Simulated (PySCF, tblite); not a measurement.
Species: C7H11NSi2.
Atom-mapped SMILES: `[N:1]#[C:2][C@@H:3]1[CH2:4][CH2:5][C@H:6]1[SiH2:7][C:8]#[C:9][SiH3:10]` (hydrogens: H11 on C3; H12, H13 on C4; H14, H15 on C5; H16 on C6; H17, H18 on Si7; H19, H20, H21 on Si10)

Jobs on this species (21 atoms, 88 electrons) with PySCF (density fitting) and tblite. Hardware of each: Arm Neoverse V2, one thread, no GPU (shared host). Other jobs ran on the host; a repeat could differ by tens of per cent or more.

Problem. Rank these jobs by wall time, shortest first.
A. PBE0/pcSseg-1; shieldings, ring-centre shieldings, charges and field gradients; 239 basis functions
B. GFN2-xTB; Hessian by finite differences
C. GFN2-xTB; L-BFGS relaxation

Solution. B (1.0 s), C (1.7 s), A (76 s).

All jobs:

```csv
level and settings,work,basis functions,SCF cycles,wall time
GFN2-xTB,Hessian by finite differences,–,–,1.0 s
GFN2-xTB,L-BFGS relaxation,–,–,1.7 s
PBE0/pcSseg-1,"shieldings, ring-centre shieldings, charges and field gradients",239,15,76 s
```

Problem. What do all jobs in the table cost together?

Solution. About 79 s; the longest takes about 97 % of that, and about 76 times as long as the shortest.
